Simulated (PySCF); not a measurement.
Isomers of C5H7FO2. Level of theory: PBE0-D3(BJ)/def2-SVP geometry optimisation, gas phase (PySCF 2.14.0). Energies are electronic, without zero-point or thermal terms, for one conformer each. No frequencies were run at this level. Point groups hold within 0.08 Å.

Question: Rank from lowest to highest electronic energy at this level (kcal/mol).
A. `[CH2:1]=[CH:2][O:3][C:4](=[O:5])[CH2:6][CH2:7][F:8]` with C1–C2–O3–C4 -179°, C2–O3–C4–O5 0°, O3–C4–C6–C7 179°, C4–C6–C7–F8 180°
B. `[CH2:1]=[C:2]([F:3])[C:4](=[O:5])[O:6][CH2:7][CH3:8]` with C1–C2–C4–O5 0°, C2–C4–O6–C7 180°, C4–O6–C7–C8 -179° (CH2=CFCOOEt)
C. `[CH3:1]/[CH:2]=[C:3](/[O:4][CH3:5])[C:6](=[O:7])[F:8]` with C2–C3–O4–C5 1°, C2–C3–C6–O7 -1°

Answer: B (0.0), A (2.3), C (3.6).

As drawn, the lowest has a C(=O)–O unit, which the highest lacks. Neighbours under 2.5 kcal/mol apart (C=C(F)C(=O)OCC and C=COC(=O)CCF; C=COC(=O)CCF and C/C=C(/OC)C(=O)F) can change places with a better method, another conformer or zero-point energy.

```
          SMILES      E (Eh)  E rel (kcal/mol)  dipole (D)  point group       A, B, C (MHz)
  C=C(F)C(=O)OCC  -444.21300               0.0        0.88           Cs   4223, 1245, 973.4
    C=COC(=O)CCF  -444.20928               2.3        1.61           Cs  7545, 818.6, 745.4
C/C=C(/OC)C(=O)F  -444.20725               3.6        3.94           Cs    2411, 1985, 1104
```
